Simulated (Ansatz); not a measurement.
```yaml
crystal:
  periodic: [false, false, false]
  atoms:
    - {symbol: Zn, position_ang: [-3.151977, -1.746273, -1.940371]}
    - {symbol: S, position_ang: [-0.760729, -2.733879, 2.074056]}
    - {symbol: Ga, position_ang: [2.283172, 0.986722, 1.610386]}
    - {symbol: H, position_ang: [-4.869366, -1.092082, -4.761948]}
    - {symbol: H, position_ang: [1.930219, 3.056537, -1.135314]}
    - {symbol: H, position_ang: [4.661081, 1.388174, 4.051554]}
basis:
  gaussian: {orbitals: "6-31G*", fitting: {mean_field: def2-universal-jkfit}}
hamiltonian: {xc: {name: SVWN5}, pseudopotentials: {relativity: scalar}}
output: {forces: true}
```

```sh
$ ansatz run in.yaml --threads 4 --pin off --events-out ev --progress --plain --max-ram 10444MiB
```

Output, abridged:

```
Functional definition: SVWN5
712 factors; integrals over basis functions are off by at most 2.7e-1 eV
mean field evaluation 1: about -112232.6803 eV, gradient 5.3e1 eV
mean field evaluation 2: about -111981.9371 eV, gradient 9.7e1 eV
mean field evaluation 4: about -112204.8128 eV, gradient 6.0e1 eV
mean field evaluation 8: about -112251.8863 eV, gradient 2.0e0 eV
mean field evaluation 16: about -112251.9502 eV, gradient 5.6e-2 eV
mean field evaluation 128: about -112251.8353 eV, gradient 4.3e-1 eV
mean field -112251.95173090 eV, -4125.1831390047 hartree, gradient 3.4e-6 eV, S^2 0.000000; 20 other end points of the search recorded, 0 dependent functions left out
reference -112251.95179089 eV, -4125.1831412095 hartree; 40, 40 occupied and 56, 56 virtual orbitals, 712 factors
Total energy: -112251.95179089 eV, -4125.1831412095 hartree
Relativity: scalar
Atom 0 at    -3.151977    -1.746273    -1.940371 Å, force    -0.170440     0.057588    -0.272112 eV/Å
Atom 1 at    -0.760729    -2.733879     2.074056 Å, force     0.059665     0.289269    -0.258839 eV/Å
Atom 2 at     2.283172     0.986722     1.610386 Å, force     0.253840     0.307987    -0.005345 eV/Å
Atom 3 at    -4.869366    -1.092082    -4.761948 Å, force     0.301449    -0.114348     0.494835 eV/Å
Atom 4 at     1.930219     3.056537    -1.135314 Å, force     0.050351    -0.433418     0.534806 eV/Å
Atom 5 at     4.661081     1.388174     4.051554 Å, force    -0.494865    -0.107079    -0.493346 eV/Å
Dipole moment:     0.135121     0.410926    -0.289250 e Å
```

In this input the geometry is stretched to more than twice its size. Self-consistency was reached. The result belongs to that input, not to the molecule as meant.
